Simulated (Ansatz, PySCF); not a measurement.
**Pt(H2S)2 in two programs**

Pt(H2S)2 (singlet), relaxed with PySCF 2.14.0, RKS r2SCAN, Pt def2-SVP with ECP60, S def2-SVP, H def2-SVP; non-relativistic Hamiltonian with scalar-relativistic core potentials where named; density fitting; no spin-orbit coupling:

```xyz
7

Pt    0.1364    0.0000    0.0000
S     0.2684    0.0269    2.2348
H     0.3785    1.3390    2.5971
H    -1.0131   -0.0268    2.7052
S     0.2684   -0.0269   -2.2348
H     0.3785   -1.3390   -2.5971
H    -1.0131    0.0268   -2.7052
```

There the HOMO–LUMO gap is 3.89 eV. 

The same geometry by Ansatz 0.2.0 (PBE, PAW, a periodic box with 9 Å of vacuum):

```tsv
spin-orbit coupling	gap (eV)	largest force component (eV/Å)
without	3.25	0.53
```

Question: What does the run with spin-orbit coupling give?

Answer: gap (eV): 2.76, largest force component (eV/Å): 0.58. It took 19 s on 2 threads of Arm Neoverse V1, with other jobs on the host, peak memory 2 GiB.

The spin-orbit runs use fully relativistic datasets of their own, so changes of a few hundredths of an eV needn't come from the coupling.

No frequency check is given that shows the relaxed geometry to be a minimum.

The two programs differ in functional, so their gaps don't test each other.
